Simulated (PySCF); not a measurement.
C2H7OSi, SMILES C[SiH](C)[O] (connectivity only; charge and spin as stated), charge -1, multiplicity 1. Atoms are numbered in the order given.

```xyz
11

C      0.1653    -0.8708    -1.5100
Si    -0.3008     0.2320     0.0000
C      0.1653    -0.8708     1.5100
O      0.3103     1.7023     0.0000
H     -0.3244    -1.8598    -1.4557
H      1.2565    -1.0291    -1.5570
H     -0.1420    -0.3884    -2.4524
H     -1.8351     0.1376     0.0000
H      1.2565    -1.0291     1.5570
H     -0.1420    -0.3884     2.4524
H     -0.3244    -1.8598     1.4557
```
Charge -1, spin multiplicity 1.

Geometry optimised at B3LYP-D3(BJ)/def2-SVPD. The spin state was assumed, not searched. The isomer is the one that the SMILES or the coordinates give; other isomers of the formula were not compared.

Computed with PBE/def2-SVPD in PySCF.

Symmetry labels are those of the subgroup Cs that the program uses (full group Cs).

Question: List the valence orbital energies around the gap with their symmetry. (The exact figures need the calculation; the answer reports its results.)

Answer: 
| orbital | symmetry | energy (eV) |
|---|---|---|
| HOMO−7 | A' | -5.26 |
| HOMO−6 | A" | -4.92 |
| HOMO−5 | A" | -4.90 |
| HOMO−4 | A" | -2.52 |
| HOMO−3 | A' | -2.50 |
| HOMO−2 | A' | -1.60 |
| HOMO−1 | A' | 0.10 |
| HOMO | A" | 0.10 |
| LUMO | A' | 3.81 |
| LUMO+1 | A" | 4.41 |
| LUMO+2 | A' | 4.92 |
| LUMO+3 | A' | 5.40 |
